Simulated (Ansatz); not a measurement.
C3H8OSi2, SMILES [SiH3][C@H]1OC=C[SiH2]1.

Coordinates come from a B3LYP-D3(BJ)/def2-SVP optimisation. The structure was generated by enumeration; whether it is a known compound was not checked. One conformer was computed; it need not be the lowest.

Two levels are set side by side: PBE/def2-SVPD (Ansatz, an electronic-structure program) and ωB97X-V/def2-SVPD (Ansatz). Energy differences of separate SCF runs at the same geometry; the states with an electron removed or added have multiplicity 2 and 2. Differences are taken from unrounded values.

```tsv
quantity	ωB97X-V	PBE	PBE minus ωB97X-V
vertical ionisation energy (eV)	8.79	8.46	-0.32
vertical singlet–triplet gap (eV)	4.19	4.02	-0.17
```
